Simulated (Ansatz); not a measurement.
`[SiH3]C#C[O][GeH3]`, relaxed with RKS PBE0-D4/def2-TZVP in Ansatz from a PBE-D4/def2-SVP geometry. The force threshold is 0.005 eV/Å; the program also tests the step.

Total charge 0; spin multiplicity 1.

Start:

```xyz
11

Si    1.737    0.689   -2.020
C     0.596    0.657   -0.605
C    -0.178    0.649    0.358
O    -0.984    0.669    1.367
Ge   -1.727   -0.935    1.954
H     2.359   -0.669   -2.217
H     2.845    1.684   -1.800
H     1.023    1.061   -3.294
H    -0.540   -1.835    2.362
H    -2.600   -0.471    3.136
H    -2.530   -1.499    0.760
```

Problem. How much energy does the relaxation release, and in how many steps? (Best estimate.)

Solution. Ansatz gave: 0.06 eV, in 4 steps.

Problem. Which bonds change most? (An estimate is asked.)

Solution. The calculation gave: O4–Ge5 from 1.862 to 1.830 Å; C2–C3 from 1.236 to 1.213 Å; Si1–H6 from 1.507 to 1.487 Å; Si1–H8 from 1.506 to 1.487 Å.

Problem. Give the relaxed structure. (Estimate.)

Solution. Computed: 
```xyz
11

Si    1.713    0.671   -1.992
C     0.581    0.649   -0.590
C    -0.178    0.653    0.356
O    -0.977    0.672    1.355
Ge   -1.695   -0.915    1.918
H     2.321   -0.672   -2.181
H     2.803    1.655   -1.766
H     0.998    1.041   -3.243
H    -0.515   -1.804    2.318
H    -2.566   -0.477    3.093
H    -2.486   -1.473    0.733
```
